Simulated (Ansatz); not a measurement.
The cluster Ga₂O₂. Charge 0, multiplicity 5. Geometry PBE-D4/def2-SVP; atoms count from 1.

```xyz
4

Ga   -0.7568   -0.7644   -0.0553
Ga    1.5716    0.3159    1.0907
O     1.0376   -0.2624   -0.5791
O    -1.8524    0.7110   -0.4563
```

At PBE0-D4/def2-TZVP a singlet of charge 0 lies 4.95 eV below the quintet, each at its own geometry. The structure comes from a short search, and lower isomers may exist.

(1) Estimate the Mulliken populations from the PBE0/def2-TZVP orbitals of Ansatz.

(2) Where does the spin sit?

(3) And the Mayer bond orders between bonded heavy atoms (over 0.3)?

Results:

(1) 
```
atom  charge (e)  spin (α − β)
 Ga1        0.40          0.95
 Ga2        0.27          1.33
  O3       -0.38          0.55
  O4       -0.30          1.16
```
Mulliken values and Mayer orders depend strongly on the basis.

(2) Summed by element: Ga 2.28, O 1.72, of 4 unpaired in all. Largest on single atoms: Ga2 1.33, O4 1.16, Ga1 0.95.

(3) Ga1–Ga2 0.50 (2.81 Å); Ga1–O3 0.78 (1.94 Å); Ga1–O4 0.97 (1.88 Å); Ga2–O3 1.16 (1.85 Å).
